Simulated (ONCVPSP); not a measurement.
# gallium (Ga) ONCV: all-electron and pseudo phase curves

gallium (Ga), optimised norm-conserving Vanderbilt (ONCV), made with ONCVPSP 4.0.1 (LDA (Perdew-Zunger), scalar-relativistic). Core [Ne], reference 3s2 3p6 3d10 4s1.75 4p1.25. Waves: 3s+4s: rc 1.00 bohr, ncon 3, nbas 7, qcut 14 1/bohr, 2 projectors; 3p+4p: rc 1.15 bohr, ncon 4, nbas 7, qcut 13.3 1/bohr, 2 projectors; 3d: rc 0.90 bohr, ncon 3, nbas 7, qcut 14.3 1/bohr, 2 projectors, debl 2.4 Ha; f scattering state at 0.15 Ha: rc 1.05 bohr, ncon 4, nbas 9, qcut 11.9 1/bohr, 2 projectors, debl 0.7 Ha. Local part: polynomial inside 0.90 bohr (lpopt 2, dvloc0 0 Ha). Core correction: Teter function, fcfact 1.75, rcfact 1.05.

The phase is arctan(r·R′/R) of the radial function R(r), unwrapped; energies in Ha, scanned from -7 to 5 Ha. A pole is an energy at which the radial function vanishes at the test radius. The pseudo phase is shifted by a multiple of π to meet the all-electron one at the reference energy, and phase errors are pseudo minus all-electron; the curves can meet again beyond the range given. Levels narrower than the energy grid can be missing from the lists of poles.

```json
{"channel": "s", "radius (bohr)": "1.01", "reference energy (Ha)": "-0.35", "poles, all-electron": "-3.95", "poles, pseudo": "-3.95", "unbroken range about the reference energy with phases within 0.05 rad": "the whole range", "phase error 1 Ha above the reference energy (rad)": "+0.000"}
{"channel": "p", "radius (bohr)": "1.17", "reference energy (Ha)": "-0.11", "poles, all-electron": "-2.90", "poles, pseudo": "-2.90", "unbroken range about the reference energy with phases within 0.05 rad": "the whole range", "phase error 1 Ha above the reference energy (rad)": "+0.000"}
{"channel": "d", "radius (bohr)": "0.92", "reference energy (Ha)": "-0.73", "poles, all-electron": "1.75", "poles, pseudo": "1.75", "unbroken range about the reference energy with phases within 0.05 rad": "the whole range", "phase error 1 Ha above the reference energy (rad)": "-0.000"}
{"channel": "f", "radius (bohr)": "1.06", "reference energy (Ha)": "0.15", "poles, all-electron": "none", "poles, pseudo": "none", "unbroken range about the reference energy with phases within 0.05 rad": "the whole range", "phase error 1 Ha above the reference energy (rad)": "+0.000"}
```

Phases in the d channel:

```tsv
E (Ha)	all-electron	pseudo
-6.96	1.109	1.109
-6.32	1.066	1.066
-5.68	1.010	1.010
-5.04	0.933	0.934
-4.40	0.826	0.826
-3.76	0.663	0.663
-3.12	0.405	0.406
-2.48	0.007	0.007
-1.84	-0.480	-0.480
-1.20	-0.885	-0.885
-0.56	-1.151	-1.151
0.08	-1.321	-1.321
0.72	-1.439	-1.439
1.36	-1.526	-1.526
2.00	-1.597	-1.597
2.64	-1.659	-1.659
3.28	-1.716	-1.716
3.92	-1.774	-1.774
4.56	-1.836	-1.835
```
